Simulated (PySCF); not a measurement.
Simulation results for CH4BGeO, CH3BGeO, CH5B2Ge

All values are calculated (PySCF 2.14.0). Calculation on a computer-drawn molecule: the log of a Hartree-Fock and frozen-core CCSD(T) single point meant for a local Hartree-Fock minimum, with one planted fault or none, to be diagnosed. Offsets are logged minus clean, where the clean run is the same molecule without the fault. The reference is restricted for singlets and unrestricted otherwise, and also for a bond in bohr or an excited solution. Adding or removing an electron swaps singlet and doublet. The excited solution moves the top pair (singlet) or top alpha electron (doublet) to the lowest empty orbital. Highest occupied and lowest empty are orbital energies over both spins, largest force is the largest gradient component, triples share is (T) over the correlation energy, the T1 limit is 0.02 restricted and 0.045 unrestricted, electrons count all cores, a negative frequency is imaginary (commonest isotopes), and the dipole is about the centre of nuclear charge; on germanium a core potential holds 10 electrons, which the energies leave out, and 3d is frozen in MP2 and coupled-cluster steps.

Common to all runs: meant basis cc-pVDZ; meant basis and core potential on germanium cc-pVDZ-PP ECP10MDF; logged SCF converged yes; logged CC converged yes; logged SCF stable within its kind yes; possible faults no fault, one electron removed, one electron added, multiplicity raised by two, geometry at a saddle point, SCF held on an excited solution, minimal basis STO-3G, one bond length entered in bohr, all coordinates scaled.

(1) CH4BGeO

Logged structure:
```xyz
8
CH4BGeO
B      0.6289    -3.4827    -0.1190
C      0.0952    -2.2539    -0.4585
Ge    -1.1657    -0.3502     2.3698
O     -0.7343    -1.4271     3.7440
H      1.0778    -4.5195     0.2015
H     -0.0063    -1.8434    -1.4547
H     -0.4806     1.0283     2.5677
H     -0.9384    -1.1033     4.6088
```

* meant charge: 0
* meant multiplicity: 2
* logged electrons: 55
* logged basis functions: 85
* logged spin squared: 0.8981
* logged highest occupied: -8.2884 eV
* logged lowest empty: 0.62437 eV
* logged largest force: 0.022548 hartree/bohr
* logged T1 diagnostic: 0.043602
* logged D1 diagnostic: 0.16166
* logged triples share: 0.028869
* logged dipole magnitude: 0.40309 debye
* logged energy HF: -432.97254 hartree
* logged energy CCSD(T): -433.49135 hartree
* planted fault: one bond length entered in bohr, row 2 of the drawn bonds
* HF energy offset from clean run: 54.89 kcal/mol
* CCSD(T) energy offset from clean run: 59.3 kcal/mol

Drawn bonds:
| atom | other atom | order |
| --- | --- | --- |
| 1 | 2 | 2 |
| 2 | 3 | 1 |
| 3 | 4 | 1 |
| 1 | 5 | 1 |
| 2 | 6 | 1 |
| 3 | 7 | 1 |
| 4 | 8 | 1 |

(2) CH3BGeO

Logged structure:
```xyz
7
CH3BGeO
B     -1.9554    -0.4246     0.5496
C     -1.3516     0.6220     1.0229
Ge     0.1533     0.9601     0.0582
O     -0.0752    -0.3633    -0.9975
H     -2.4525    -1.3146     0.1334
H     -1.5972     1.2237     1.8008
H      0.5460    -0.4639    -1.6223
```

* meant charge: 0
* meant multiplicity: 1
* logged electrons: 54
* logged basis functions: 80
* logged spin squared: 0
* logged highest occupied: -8.6191 eV
* logged lowest empty: 1.8014 eV
* logged largest force: 0.061056 hartree/bohr
* logged T1 diagnostic: 0.017535
* logged D1 diagnostic: 0.04876
* logged triples share: 0.031524
* logged dipole magnitude: 0.80712 debye
* logged energy HF: -432.47699 hartree
* logged energy CCSD(T): -432.98669 hartree
* planted fault: all coordinates scaled, by -6.2 %
* HF energy offset from clean run: 20.68 kcal/mol
* CCSD(T) energy offset from clean run: 28.63 kcal/mol

Drawn bonds:
| atom | other atom | order |
| --- | --- | --- |
| 1 | 2 | 2 |
| 2 | 3 | 1 |
| 3 | 4 | 1 |
| 1 | 5 | 1 |
| 2 | 6 | 1 |
| 4 | 7 | 1 |

(3) CH5B2Ge

Logged structure:
```xyz
9
CH5B2Ge
B     -2.2748     2.0141    -0.9625
C     -2.5189     1.0243    -1.9223
B     -3.2614     1.3489    -3.0635
Ge    -1.8204    -0.9237    -1.7256
H     -2.0637     2.8340    -0.1516
H     -3.8807     1.5973    -4.0274
H     -2.4640    -1.4250    -0.4489
H     -2.3247    -1.6065    -2.9824
H     -0.3137    -0.7766    -1.6642
```

- meant charge: 1
- meant multiplicity: 1
- logged electrons: 51
- logged basis functions: 90
- logged spin squared: 0.7563
- logged highest occupied: -22.475 eV
- logged lowest empty: -13.214 eV
- logged largest force: 0.059906 hartree/bohr
- logged T1 diagnostic: 0.037518
- logged D1 diagnostic: 0.20416
- logged triples share: 0.031628
- logged dipole magnitude: 11.339 debye
- logged energy HF: -382.68359 hartree
- logged energy CCSD(T): -383.05222 hartree
- planted fault: one electron removed
- HF energy offset from clean run: 332 kcal/mol
- CCSD(T) energy offset from clean run: 362.1 kcal/mol

Drawn bonds:
| atom | other atom | order |
| --- | --- | --- |
| 1 | 2 | 2 |
| 2 | 3 | 1 |
| 2 | 4 | 1 |
| 1 | 5 | 1 |
| 3 | 6 | 1 |
| 4 | 7 | 1 |
| 4 | 8 | 1 |
| 4 | 9 | 1 |

(4) CH5B2Ge

Structure as in entry 3.

* meant charge: 1
* meant multiplicity: 1
* logged electrons: 52
* logged basis functions: 90
* logged spin squared: 0
* logged highest occupied: -15.764 eV
* logged lowest empty: -3.882 eV
* logged largest force: 6.516e-06 hartree/bohr
* logged lowest frequency: 37.007 cm⁻¹
* logged T1 diagnostic: 0.015371
* logged D1 diagnostic: 0.04416
* logged triples share: 0.038225
* logged dipole magnitude: 5.9148 debye
* logged energy HF: -383.21272 hartree
* logged energy CCSD(T): -383.62921 hartree
* planted fault: no fault
* HF energy offset from clean run: 0 kcal/mol
* CCSD(T) energy offset from clean run: 0 kcal/mol

Drawn bonds:
| atom | other atom | order |
| --- | --- | --- |
| 1 | 2 | 2 |
| 2 | 3 | 1 |
| 2 | 4 | 1 |
| 1 | 5 | 1 |
| 3 | 6 | 1 |
| 4 | 7 | 1 |
| 4 | 8 | 1 |
| 4 | 9 | 1 |
